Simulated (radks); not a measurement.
Ionisation of the zinc ion Zn+, [Ar] 3d10 4s1, to [Ar] 3d10 as the strength of local exchange is varied. Calculated with a radial shooting solver on a logarithmic mesh with Libxc functionals: scalar-relativistic Kohn-Sham, Slater X-alpha exchange (alpha = 2/3 is LDA exchange), no correlation, spin-unpolarised, spherical densities, finite nucleus; Fermi nuclear charge, rms radius 3.9283 fm.

alpha  E(Zn+) (hartree)  exchange (hartree)  IE (eV)  -e of the level emptied (eV)  <r> of it (bohr)
0.555       -1779.31561           -54.47537   16.769                   12.365 (4s)             2.469
0.667       -1790.35430           -65.90384   17.646                   13.227 (4s)             2.413
0.7         -1793.62072           -69.29878   17.907                   13.486 (4s)             2.397
0.826       -1806.15070           -82.37642   18.917                   14.494 (4s)             2.338
0.848       -1808.34792           -84.67848   19.095                   14.673 (4s)             2.328
1.004       -1824.00854          -101.16058   20.375                   15.970 (4s)             2.259

NIST Atomic Spectra Database: 17.964 eV (measured). The Delta-SCF value meets it near alpha = 0.71. Spin polarisation and multiplet splitting are left out, so open shells lie too high by an amount that depends on their filling.

Beside tabulated values, note that spin-unpolarised runs miss the spin-polarisation part of the exchange energy of open shells.
